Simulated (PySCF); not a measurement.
Vertical excitations of a molecule C₃H₁₂OSi₂ from PySCF with TDA-LC-ωPBE/def2-SVPD, as energy in eV (oscillator strength): 7.68 (0.019), 8.54 (0.015), 8.70 (0.019), 8.74 (0.122), 8.88 (0.075), 8.91 (0.027). Lowest triplet (TDA): 7.25 eV. Geometry: ωB97X-D3(BJ)/def2-SVP. One conformer was computed; it need not be the lowest.

Question: Which structure fits?
(A) CCO[Si@H](C)[SiH3]
(B) C[Si](C)(C)[SiH2]O
(C) C[SiH2][C@H]([SiH3])CO
(D) CO[SiH2][C@H](C)[SiH3]

Answer: C, C[SiH2][C@H]([SiH3])CO
